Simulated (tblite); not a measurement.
Run record: tight-binding relaxation, `CC(=O)[C@@H]1C[Si@@H](C)P[SiH2]1`.

Computed with GFN2-xTB geometry optimisation, gas phase (tblite 0.8.0). Start geometry: from a force field or distance geometry. The input is one job of a driver script: a line of settings, then coordinates in Å.

Command:
```bash
OMP_NUM_THREADS=1 python probes_run.py task.json out
```

Input:
```
{"job": {"kind": "relax", "xc": "GFN2-xTB", "basis": "xTB"}, "charge": 0, "multiplicity": 1}
C     -3.198900    -0.251400     0.655300
C     -1.776600     0.221900     0.608900
O     -1.444400     1.305000     1.093400
C     -0.754000    -0.704900    -0.045500
C      0.640400    -0.612200     0.630400
Si     1.696700     0.788400    -0.085400
C      3.473500     0.290900    -0.248300
P      0.874100     1.201600    -2.124100
Si    -0.612400    -0.448300    -1.892400
H     -3.595800    -0.367300    -0.354900
H     -3.273900    -1.198100     1.195000
H     -3.822800     0.489200     1.180900
H     -1.123300    -1.730400     0.155300
H      0.559300    -0.496000     1.707000
H      1.182500    -1.539600     0.450500
H      1.573400     2.032100     0.725500
H      3.581600    -0.605600    -0.859700
H      4.070200     1.076700    -0.701000
H      3.907400     0.070900     0.741200
H      0.011800     2.246300    -1.720800
H     -1.924700    -0.089300    -2.502300
H     -0.054500    -1.660500    -2.523100
```

Output:
```
step      E/eV     max force
  0    -744.49097    2.225
  1    -744.61383    2.144
  2    -744.65835    0.592
  3    -744.67173    0.314
  4    -744.68963    0.305
  5    -744.69896    0.305
  6    -744.70599    0.227
  7    -744.70949    0.154
  8    -744.71317    0.181
  9    -744.71711    0.178
... (89 lines left out)
 99    -744.84791    0.011
100    -744.84793    0.011
101    -744.84796    0.013
102    -744.84799    0.012
103    -744.84801    0.012
104    -744.84804    0.013
105    -744.84807    0.016
106    -744.84812    0.014
107    -744.84817    0.012
108    -744.84819    0.009
```

«max force» is the largest atomic force in eV/Å.

From which step on does the largest force stay under 0.1 eV/Å, and how much energy is left to gain from there?

From step 46 (0.086 eV/Å), 9.4 meV above the end.

Main results: energy lowered by 8.2 kcal/mol over 108 steps; largest atomic force 0.009 eV/Å at the end.

Where do the atoms end?

0.357 Å rms from the input after alignment:
```
atom  x, y, z in Å
C1    -3.0325    0.0170    0.6065
C2    -1.5432    0.2110    0.5070
O3    -1.0093    1.2689    0.7881
C4    -0.7474   -0.9181   -0.0063
C5     0.6607   -0.8606    0.5640
Si6    1.4884    0.8084    0.0891
C7     3.3376    0.4336   -0.1991
P8     0.6818    1.2582   -1.9960
Si9   -0.6105   -0.5441   -1.9139
H10   -3.4101   -0.4872   -0.2792
H11   -3.2475   -0.6091    1.4716
H12   -3.5317    0.9740    0.7351
H13   -1.2434   -1.8734    0.1659
H14    0.6237   -0.9734    1.6489
H15    1.2506   -1.6913    0.1740
H16    1.4019    1.9118    1.0425
H17    3.4866   -0.2950   -0.9908
H18    3.8646    1.3370   -0.4859
H19    3.8082    0.0510    0.7004
H20   -0.3079    2.1212   -1.5702
H21   -1.9629   -0.3998   -2.4607
H22    0.0317   -1.7208   -2.5046
```

Time: 2.1 s of wall time. Hardware: one thread, Arm Neoverse N1 (aarch64), on a shared host.
Labels such as C1 count atoms from 1, the log's own numbers from 0.
